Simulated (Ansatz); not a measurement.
The same atomization along the group O, S, Se.

Gas-phase electronic energies from Ansatz, PBE0-D4/def2-TZVP geometries. CBS: MP2 limit from def2 TZ/QZ plus the TZ coupled-cluster correction, frozen cores. This one scheme is used for every species, atoms too. For atomizations the MP2-based limit and the directly extrapolated one differ by several kJ/mol either way, and by 10 to 25 for some Ge, Se and Sn compounds, so smaller differences from it don't rank the levels. DFT in def2-TZVPP. B3LYP here is the variant with VWN-RPA as its local correlation; programs differ in this. Open shells (•) are unrestricted, without spin–orbit coupling. Spin–orbit coupling would lower the free atoms: a little for C, O, S; clearly for Ge, Se. For Ge, Se outer-core shells are correlated without core-valence functions, so the limit isn't a true one: a few kJ/mol of doubt a bond, and 10 to 20 or more in all where bonds break to atoms. Scalar relativity is left out up to krypton. Each species was taken in one conformer, which may not be the lowest.

```json
{"reaction": "`[CH3][GeH][OH]`• → C• + Ge• + 5 H• + O•", "CCSD(T)/CBS(def2) (kJ/mol)": "2658"}
{"reaction": "`[CH3][GeH][SH]`• → C• + Ge• + 5 H• + S•", "CCSD(T)/CBS(def2) (kJ/mol)": "?"}
{"reaction": "`[CH3][GeH][SeH]`• → C• + Ge• + 5 H• + Se•", "CCSD(T)/CBS(def2) (kJ/mol)": "2421"}
```

(1) Fill in the missing values. (Estimate.)

Largest T1 diagnostic: 0.013, for `[CH3][GeH][OH]`•.

Results:

(1) Computed: `[CH3][GeH][SH]`• → C• + Ge• + 5 H• + S•: +2479.7 kJ/mol.
